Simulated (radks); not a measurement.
Ba3+, 53 electrons, occupied as [Kr] 4d10 5s2 5p4 6s1 (not the ground configuration).

All-electron calculation, scalar-relativistic Kohn-Sham, r2SCAN, spin-polarised, spherical densities, finite nucleus; open shells are filled with parallel spins first (spin-orbit coupling, left out, can overturn this in heavy ions); meta-GGA in the generalised Kohn-Sham scheme; Fermi nuclear charge, rms radius 4.8378 fm. Program: a radial shooting solver on a logarithmic mesh with Libxc functionals.

Energy parts (hartree):
| part | energy |
|---|---|
| total | -8133.5283 |
| kinetic | 8586.3213 |
| electron-nucleus | -19619.5792 |
| Hartree | 3096.7856 |
| exchange-correlation | -197.0560 |

Orbitals (lengths in bohr, moments of r in powers of bohr):
1s up: occ. 1; eigenvalue (hartree) -1372.679; <1/r> 60.69; <r^2> 0.0008888; <r^4> 2.078e-06
1s down: occ. 1; eigenvalue (hartree) -1372.672; <1/r> 60.69; <r^2> 0.0008888; <r^4> 2.078e-06
2s up: occ. 1; eigenvalue (hartree) -218.6269; <1/r> 13.97; <r^2> 0.01420; <r^4> 0.0003469
2s down: occ. 1; eigenvalue (hartree) -218.6254; <1/r> 13.97; <r^2> 0.01420; <r^4> 0.0003469
2p up: occ. 3; eigenvalue (hartree) -196.0526; <1/r> 13.27; <r^2> 0.01130; <r^4> 0.0002529
2p down: occ. 3; eigenvalue (hartree) -196.0475; <1/r> 13.27; <r^2> 0.01130; <r^4> 0.0002529
3s up: occ. 1; eigenvalue (hartree) -47.32664; <1/r> 5.060; <r^2> 0.09702; <r^4> 0.01429
3s down: occ. 1; eigenvalue (hartree) -47.32252; <1/r> 5.060; <r^2> 0.09702; <r^4> 0.01428
3p up: occ. 3; eigenvalue (hartree) -40.04567; <1/r> 4.793; <r^2> 0.09720; <r^4> 0.01499
3p down: occ. 3; eigenvalue (hartree) -40.04011; <1/r> 4.793; <r^2> 0.09719; <r^4> 0.01498
3d up: occ. 5; eigenvalue (hartree) -29.48261; <1/r> 4.535; <r^2> 0.08386; <r^4> 0.01273
3d down: occ. 5; eigenvalue (hartree) -29.47669; <1/r> 4.535; <r^2> 0.08384; <r^4> 0.01273
4s up: occ. 1; eigenvalue (hartree) -10.31042; <1/r> 2.080; <r^2> 0.5121; <r^4> 0.3822
4s down: occ. 1; eigenvalue (hartree) -10.29759; <1/r> 2.078; <r^2> 0.5124; <r^4> 0.3818
4p up: occ. 3; eigenvalue (hartree) -7.94613; <1/r> 1.917; <r^2> 0.5813; <r^4> 0.5075
4p down: occ. 3; eigenvalue (hartree) -7.93409; <1/r> 1.916; <r^2> 0.5806; <r^4> 0.5044
4d up: occ. 5; eigenvalue (hartree) -4.50166; <1/r> 1.655; <r^2> 0.7415; <r^4> 0.9043
4d down: occ. 5; eigenvalue (hartree) -4.48527; <1/r> 1.659; <r^2> 0.7352; <r^4> 0.8825
5s up: occ. 1; eigenvalue (hartree) -2.35412; <1/r> 0.8278; <r^2> 2.824; <r^4> 11.47
5s down: occ. 1; eigenvalue (hartree) -2.25528; <1/r> 0.8297; <r^2> 2.832; <r^4> 11.56
5p up: occ. 3; eigenvalue (hartree) -1.74510; <1/r> 0.7254; <r^2> 3.625; <r^4> 19.38
5p down: occ. 1; eigenvalue (hartree) -1.64673; <1/r> 0.7247; <r^2> 3.625; <r^4> 19.23
6s up: occ. 1; eigenvalue (hartree) -0.81118; <1/r> 0.3712; <r^2> 13.29; <r^4> 241.7

The highest occupied level is 6s up at -22.073 eV. Spin moment in Bohr magnetons: 3. The electron density at the nucleus is 3.342e+05 e/bohr^3 (large components only).
